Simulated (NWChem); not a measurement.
Molecule: InH3; SMILES [InH3]

```xyz
4

In     0.0000     0.0000     0.0000
H      1.2340     1.2340     0.0000
H      0.4517    -1.6856     0.0000
H     -1.6856     0.4517     0.0000
```
Atoms are numbered in this order, from 1.

Program: NWChem. All runs use the structure optimised with PBE-D3(BJ)/def2-SVP. def2 effective core potentials on In; no spin-orbit coupling. Total energies compare along this basis series because the functional is fixed.

```tsv
level	basis functions	energy (Ha)	highest occupied level (eV)	orbital gap (eV)
PBE0/def2-SVP	41	-191.8749	-8.12	6.24
PBE0/def2-SVPD	56	-191.8760	-8.16	6.24
PBE0/def2-TZVP	68	-191.8849	-8.16	6.25
PBE0/def2-TZVPP	92	-191.8853	-8.15	6.24
PBE0/def2-QZVP	172	-191.8873	-8.16	6.24
```
